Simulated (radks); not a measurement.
All-electron atom: Mo II in [Kr] 4d3.75 5s1.25 (fractional occupations, a model configuration).

Method: scalar-relativistic Kohn-Sham, PBE, spin-unpolarised, spherical densities, finite nucleus; Fermi nuclear charge, rms radius 4.4091 fm; computed with a radial shooting solver on a logarithmic mesh with Libxc functionals.

Energy parts (eV):
part                       energy
total                 -110158.439
kinetic                113580.509
electron-nucleus      -265041.958
Hartree                 44652.868
exchange-correlation    -3349.858

Orbitals (lengths in bohr, moments of r in powers of bohr; r(max) is where P^2 peaks):
orbital	occ.	eigenvalue (eV)	<r^2>	<1/r>	r(max)
1s	2	-19833.08	0.001669	43.55	0.02287
2s	2	-2810.804	0.02785	9.805	0.1296
2p	6	-2514.003	0.02192	9.532	0.1036
3s	2	-487.7009	0.2107	3.366	0.3836
3p	6	-390.4259	0.2158	3.201	0.3772
3d	10	-232.1764	0.2074	2.968	0.3226
4s	2	-75.2526	1.378	1.235	0.9879
4p	6	-49.2118	1.723	1.095	1.069
4d	3.75	-13.3991	3.790	0.7564	1.346
5s	1.25	-11.2728	10.96	0.4117	2.708

The highest occupied level is 5s at -11.273 eV. The density falls to 0.001 e/bohr^3 at r = 4.36 bohr.
